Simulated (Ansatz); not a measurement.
`C[NH][Al]([Cl])[Cl]` + `O[SiH3]` → `[SiH3][O][Al]([Cl])[Cl]` + CH₃NH₂  (ligand exchange at the Al–N bond)

Gas-phase electronic energies from Ansatz, PBE0-D4/def2-TZVP geometries. CCSD(T)/CBS is the MP2 limit (def2-TZVPP, def2-QZVPP) plus CCSD(T) − MP2 in def2-TZVPP, frozen cores. DFT in def2-TZVPP. Each species was taken in one conformer, which may not be the lowest.

`C[NH][Al]([Cl])[Cl]`:

```xyz
9

C     0.560    1.192   -0.222
N     0.139   -0.157   -0.542
Al   -0.699   -1.308    0.472
Cl   -1.223   -0.791    2.422
Cl   -1.173   -3.195   -0.273
H     0.278    1.436    0.804
H     0.089    1.935   -0.876
H     1.646    1.313   -0.300
H     0.383   -0.427   -1.484
```

`O[SiH3]`:

Z-matrix (Å, degrees):
```
Si
O 1 1.648
H 1 1.489 2 111.7
H 1 1.489 2 111.7 3 120.9
H 1 1.481 2 105.9 3 -119.6
H 2 0.957 1 117.9 3 -60.5
```

`[SiH3][O][Al]([Cl])[Cl]`:

```xyz
8

Si    1.030    0.196   -1.089
O    -0.084   -0.015    0.082
Al   -1.211   -0.230    1.280
Cl   -1.897   -2.131    1.742
Cl   -1.946    1.399    2.329
H     1.862    1.387   -0.781
H     0.344    0.398   -2.391
H     1.903   -1.003   -1.173
```

CH₃NH₂:

Z-matrix (Å, degrees):
```
C
N 1 1.453
H 1 1.092 2 109.4
H 1 1.100 2 115.4 3 -121.6
H 1 1.092 2 109.4 3 116.8
H 2 1.012 1 110.6 3 62.6
H 2 1.012 1 110.6 3 -179.3
```

```json
{"level": "CAM-B3LYP-D4", "ΔE (eV)": "-0.66"}
{"level": "LC-ωPBE", "ΔE (eV)": "-0.62"}
{"level": "CCSD(T)/def2-SVP", "ΔE (eV)": "-0.69"}
{"level": "HF/CBS(def2)", "ΔE (eV)": "-0.82"}
```

Task: What does CCSD(T)/CBS give? (Best estimate.)

Result: The calculation gave: -0.64 eV. The listed levels differ from it by -0.02, 0.02, -0.05, -0.18 eV.

Largest T1 diagnostic among the species: 0.011.

In def2-TZVPP, CCSD(T) changes the Hartree–Fock value by +0.16 eV (the triples alone add +0.03 eV) and MP2 by +0.17 eV. From BLYP to BHLYP (50 % exact exchange), in def2-TZVPP and without D4, ΔE moves by −0.08 eV.
